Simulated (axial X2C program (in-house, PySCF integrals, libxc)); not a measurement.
## LiTe⁻: cheaper levels and CCSD(T), 2c

Calculated with an axial X2C code built on PySCF integrals. Two-component (2c) means X2C with spin–orbit coupling and atomic mean-field two-electron Coulomb and Gaunt terms. Basis: Te dyall-acv3z [12s13p9d5f1g], Li dyall-av3z [9s9p3d] (cores contracted in-house); Gaussian nuclei, density fitting, unrestricted open shells. Masses: Te 129.906 u, Li 7.016 u.

State: Ω = 0 (closed shell); fragments Te- + Li.

```
level  Re (Å)  ωe (cm⁻¹)  De (eV)
 PBE0   2.390      497.2     1.87
   HF   2.403      510.5    0.787
  MP2   2.430      482.5     1.86
 CCSD   2.419      488.8     1.73
TPSSh   2.401      486.5     1.99
```

Correlated methods: 8 electrons correlated (number of frozen shells: Te 4 s, 3 p, 2 d; Li 1 s), 270 virtual spin orbitals or spinors in MP2, 90 natural virtuals in coupled cluster.

CCSD(T), same Hamiltonian and basis:

Re = 2.431 Å, ωe = 476.7 cm⁻¹, De = 1.85 eV; T1 = 0.018 (Lee–Taylor normalisation).

Q: Give the differences from CCSD(T) in the columns below.

A: 

| level | ΔRe (Å) | Δωe (cm⁻¹) | ΔDe (eV) |
| --- | --- | --- | --- |
| PBE0 | -0.041 | 20 | 0.02 |
| HF | -0.028 | 34 | -1.06 |
| MP2 | -0.001 | 6 | 0.01 |
| CCSD | -0.012 | 12 | -0.12 |
| TPSSh | -0.030 | 10 | 0.14 |

The state is one determinant whose occupation by symmetry is held fixed; it was picked as the lowest of a PBE0 search that is not exhaustive. The closed shell is kept restricted, so the energy runs too high when the bond is stretched far. De is counted from the lowest determinant-based energies of the atoms at the same level, without counterpoise correction. Coupled cluster ran in a truncated set of natural virtual spinors; the MP2 energy of the rest was added. (T) has no such correction and the atoms are truncated less, which lowers De at CCSD(T) by a hundredth of an eV or more. Without a current term, density functionals place determinants with orbital angular momentum somewhat too high. The highest occupied level of some functionals is positive through self-interaction error; at Hartree–Fock it is bound. With the outer-core shells frozen, correlated bond lengths of heavy atoms tend to come out a few hundredths of an ångström too long. Hartree–Fock gets electron affinities wrong, so its lowest charge split need not be the true one.
